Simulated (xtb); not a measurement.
phosphorus atom (P), quartet; GFN2-xTB (xtb).

Here is a job for xtb.
```
$ xtb mol.xyz --gfn 2 --uhf 3 --etemp 10000 --json

# file mol.xyz
1

P      0.00000000     0.00000000     0.00000000
```

What the program printed (banner, timings and long lists left out):

```
   ID    Z sym.   atoms
    1   15 P      1

           -------------------------------------------------
          |                Calculation Setup                |
           -------------------------------------------------

           -------------------------------------------------
          |                 G F N 2 - x T B                 |
           -------------------------------------------------

          ...................................................
          :                      SETUP                      :
          :.................................................:
          :  # basis functions                  10          :
          :  # atomic orbitals                   9          :
          :  # shells                            3          :
          :  # electrons                         5          :
          :  max. iterations                   250          :
          :  Hamiltonian                  GFN2-xTB          :
          :  restarted?                      false          :
          :  GBSA solvation                  false          :
          :  PC potential                    false          :
          :  electronic temp.        10000.0000000     K    :
          :  accuracy                    1.0000000          :
          :  -> integral cutoff          0.2500000E+02      :
          :  -> integral neglect         0.1000000E-07      :
          :  -> SCF convergence          0.1000000E-05 Eh   :
          :  -> wf. convergence          0.1000000E-03 e    :
          :  Broyden damping             0.4000000          :
          :  net charge                          0          :
          :  unpaired electrons                  3          :
          ...................................................

 iter      E             dE          RMSdq      gap      omega  full diag
   1     -2.3761851 -0.237619E+01  0.691E+00    9.40       9.4  T
   2     -2.3761866 -0.148502E-05  0.553E+00    9.41       9.4  T
   3     -2.3761902 -0.365928E-05  0.426E+00    9.43       9.4  T
   4     -2.3761946 -0.436688E-05  0.313E+00    9.47       9.5  T
   5     -2.3761984 -0.381523E-05  0.218E+00    9.51       9.5  T
   6     -2.3762011 -0.263857E-05  0.142E+00    9.55       9.5  T
   7     -2.3762025 -0.146862E-05  0.853E-01    9.58       9.6  T
   8     -2.3762032 -0.651647E-06  0.460E-01    9.61       9.6  T
   9     -2.3762034 -0.223881E-06  0.216E-01    9.62       9.6  T
  10     -2.3762035 -0.565366E-07  0.846E-02    9.63       9.6  T
  11     -2.3762035 -0.961656E-08  0.254E-02    9.63       9.6  T
  12     -2.3762035 -0.943988E-09  0.497E-03    9.64       9.6  T
  13     -2.3762035 -0.388787E-10  0.376E-04    9.64       9.6  T
  14     -2.3762035 -0.247358E-12  0.371E-06    9.64       9.6  T

   *** convergence criteria satisfied after 14 iterations ***

         :::::::::::::::::::::::::::::::::::::::::::::::::::::
         ::                     SUMMARY                     ::
         :::::::::::::::::::::::::::::::::::::::::::::::::::::
         :: total energy              -2.376203480678 Eh    ::
         :: gradient norm              0.000000000000 Eh/a0 ::
         :: HOMO-LUMO gap              9.636131488310 eV    ::
         ::.................................................::
         :: SCC energy                -2.376203480678 Eh    ::
         :: -> isotropic ES           -0.001208038742 Eh    ::
         :: -> anisotropic ES          0.000000000000 Eh    ::
         :: -> anisotropic XC          0.000000000000 Eh    ::
         :: -> dispersion              0.000000000000 Eh    ::
         :: repulsion energy           0.000000000000 Eh    ::
         :: add. restraining           0.000000000000 Eh    ::
         :: total charge              -0.000000000001 e     ::
         :::::::::::::::::::::::::::::::::::::::::::::::::::::

           -------------------------------------------------
          |                Property Printout                |
           -------------------------------------------------

    * Orbital Energies and Occupations

         #    Occupation            Energy/Eh            Energy/eV
      -------------------------------------------------------------
         1        1.9824           -0.6495814             -17.6760
         2        1.0011           -0.3597017              -9.7880
         3        1.0011           -0.3597017              -9.7880
         4        1.0011           -0.3597017              -9.7880 (HOMO)
         5        0.0029           -0.0055804              -0.1519 (LUMO)
         6        0.0029           -0.0055804              -0.1519
         7        0.0029           -0.0055804              -0.1519
         8        0.0029           -0.0055804              -0.1519
         9        0.0029           -0.0055804              -0.1519
      -------------------------------------------------------------
                  HL-Gap            0.3541213 Eh            9.6361 eV
             Fermi-level           -0.3564925 Eh           -9.7007 eV

     #   Z          covCN         q      C6AA      α(0)
     1  15 P        0.000    -0.000   192.838    25.946

 Mol. C6AA /au·bohr⁶  :        192.838476
 Mol. C8AA /au·bohr⁸  :      10683.200439
 Mol. α(0) /au        :         25.946420

Wiberg/Mayer (AO) data.
largest (>0.10) Wiberg bond orders for each atom

 ---------------------------------------------------------------------------
     #   Z sym  total        # sym  WBO       # sym  WBO       # sym  WBO
 ---------------------------------------------------------------------------
     1  15 P    0.000
 ---------------------------------------------------------------------------

molecular dipole:
                 x           y           z       tot (Debye)
 q only:        0.000       0.000       0.000
   full:       -0.000       0.000       0.000       0.000
molecular quadrupole (traceless):
                xx          xy          yy          xz          yz          zz
 q only:        0.000       0.000       0.000       0.000       0.000       0.000
  q+dip:        0.000       0.000       0.000       0.000       0.000       0.000
   full:        0.000       0.000       0.000      -0.000       0.000      -0.000

           -------------------------------------------------
          | TOTAL ENERGY               -2.376203480678 Eh   |
          | GRADIENT NORM               0.000000000000 Eh/α |
          | HOMO-LUMO GAP               9.636131488310 eV   |
           -------------------------------------------------

normal termination of xtb
```
